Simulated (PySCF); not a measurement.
PySCF job for Ta(O)(F)3 anion (F3OTa), SMILES [O]=[Ta]([F])([F])[F] (connectivity only; charge and spin as stated), charge -1, multiplicity 2, C-PCM-ωB97X/def2-SVPD. Coordinates come from a B3LYP-D3(BJ)/def2-SVPD optimisation. The multiplicity is an assumed one; other spin states were not compared. The isomer is the one that the SMILES or the coordinates give; other isomers of the formula were not compared. The def2 effective core potentials stand for the cores of Ta; spin–orbit coupling is left out.

```python
import numpy as np
from pyscf import gto, scf, dft
from pyscf.solvent import pcm

mol = gto.M(
    atom='''
    Ta   -0.03152439    0.07151699    0.00000000
    O     0.79809676    1.62939119   -0.00000001
    F     0.73255527   -1.76569795    0.00000001
    F    -0.59313841   -0.13136601    1.85912955
    F    -0.59313840   -0.13136602   -1.85912956
    ''',
    basis='def2-SVPD',
    ecp={'Ta': 'def2-svp'},
    charge=-1,
    spin=1,
    max_memory=1600,
    verbose=3,
)
mf = dft.UKS(mol, xc='wb97x').density_fit(auxbasis='def2-universal-jkfit')
mf.grids.level = 3
mf.conv_tol = 1e-9
mf.max_cycle = 100
mf.kernel()
fine, coarse = mf.grids, dft.Grids(mol).set(level=1).build(with_non0tab=True)
for _ in range(3):  # follow internal instabilities
    mf.grids = coarse
    mo, _, stable, _ = mf.stability(return_status=True, nroots=4)
    mf.grids = fine
    if stable:
        break
    mf.kernel(mf.make_rdm1(mo, mf.mo_occ))
res = {}
for name, eps in {'water': 78.355, 'cyclohexanone': 15.619, 'n-hexane': 1.8819}.items():
    s = mf.PCM()
    s.with_solvent.method, s.with_solvent.eps, s.with_solvent.lebedev_order = 'C-PCM', eps, 29
    s.kernel(mf.make_rdm1())
    res[name] = (s.e_tot, eps, s.dip_moment(), s.mo_energy, s.converged)
    print(f'{name}: electrostatic solvation free energy {(s.e_tot - mf.e_tot) * 627.509474:.3f} kcal/mol')
```

Output:

```

WARN: HOMO -0.408580013297772 >= LUMO -0.408580013297758

converged SCF energy = -431.753634375141  <S^2> = 0.75143872  2S+1 = 2.0014382
<class 'pyscf.df.df_jk.DFUKS'> wavefunction is stable in the internal stability analysis

WARN: PCM is an experimental feature. It is still in testing.
Features and APIs may be changed in the future.

converged SCF energy = -431.841044014261  <S^2> = 0.75136492  2S+1 = 2.0013645

WARN: System has nonzero charge -1; the dipole moment is origin-dependent.
Location of origin: [0. 0. 0.]

Dipole moment(X, Y, Z, Debye): -1.61995, -1.39734,  0.00000
water: electrostatic solvation free energy -54.850 kcal/mol

WARN: PCM is an experimental feature. It is still in testing.
Features and APIs may be changed in the future.

converged SCF energy = -431.836435766  <S^2> = 0.7513688  2S+1 = 2.0013683

WARN: System has nonzero charge -1; the dipole moment is origin-dependent.
Location of origin: [0. 0. 0.]

Dipole moment(X, Y, Z, Debye): -1.57376, -1.36998,  0.00000
cyclohexanone: electrostatic solvation free energy -51.959 kcal/mol

WARN: PCM is an experimental feature. It is still in testing.
Features and APIs may be changed in the future.

converged SCF energy = -431.794805497643  <S^2> = 0.75140372  2S+1 = 2.0014032

WARN: System has nonzero charge -1; the dipole moment is origin-dependent.
Location of origin: [0. 0. 0.]

Dipole moment(X, Y, Z, Debye): -1.22368, -1.16015,  0.00000
n-hexane: electrostatic solvation free energy -25.835 kcal/mol
```

The calculation finished and met its thresholds.
